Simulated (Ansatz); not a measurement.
Relaxation of a periodic cell of 17 atoms, Si16B (host Si, host structure diamond, interstitial B), to a largest force component of 0.03 eV/Å in at most 60 steps.

Computed with DFT PBE-D3(BJ), scalar-relativistic, plane waves, PAW (Ansatz). Settings: PAW set soft_1, cutoff 420 eV, k mesh 2x2x2, gaussian smearing 0.02 eV, spin collinear.

```xyz
17
Lattice="0.0000 5.4300 5.4300 5.4300 0.0000 5.4300 5.4300 5.4300 0.0000" Properties=species:S:1:pos:R:3
Si 0.000 0.000 0.000
Si 1.357 1.357 1.357
Si 2.715 2.715 0.000
Si 4.072 4.072 1.357
Si 2.715 0.000 2.715
Si 4.072 1.357 4.072
Si 5.430 2.715 2.715
Si 6.787 4.072 4.072
Si 0.000 2.715 2.715
Si 1.357 4.072 4.072
Si 2.715 5.430 2.715
Si 4.072 6.787 4.072
Si 2.715 2.715 5.430
Si 4.072 4.072 6.787
Si 5.430 5.430 5.430
Si 6.787 6.787 6.787
B 4.067 4.080 4.010
```

Problem. Where does it end, and by what steps?

Solution. The forces met the threshold. The force dipped under the threshold on the way, but the program's further checks kept it going. After 3 steps the energy has fallen by 0.084 eV; Si13 moved furthest, 0.06 Å.

| step | energy less start (eV) | largest force component (eV/Å) | accepted |
| --- | --- | --- | --- |
| 0 | 0.0000 | 0.386 | yes |
| 1 | -0.0704 | 0.148 | yes |
| 2 | -0.0845 | 0.024 | yes |
| 3 | -0.0845 | 0.024 | yes |

```xyz
17
Lattice="0.0000 5.4300 5.4300 5.4300 0.0000 5.4300 5.4300 5.4300 0.0000" Properties=species:S:1:pos:R:3
Si -0.001 -0.002 0.002
Si 1.358 1.357 1.366
Si 2.717 2.716 0.002
Si 4.072 4.073 1.333
Si 2.721 -0.006 2.722
Si 4.076 1.330 4.075
Si 5.404 2.741 2.743
Si 6.815 4.069 4.075
Si -0.005 2.720 2.721
Si 1.330 4.075 4.074
Si 2.739 5.406 2.741
Si 4.070 6.815 4.074
Si 2.751 2.751 5.394
Si 4.073 4.072 6.814
Si 5.395 5.394 5.394
Si 6.785 6.790 6.769
B 4.067 4.079 4.014
```

Whether the end is a true minimum wasn't checked by a vibrational analysis.

Run time: 33 s on 2 threads of Arm Neoverse V2, on a shared host, peak memory 0.68 GiB.
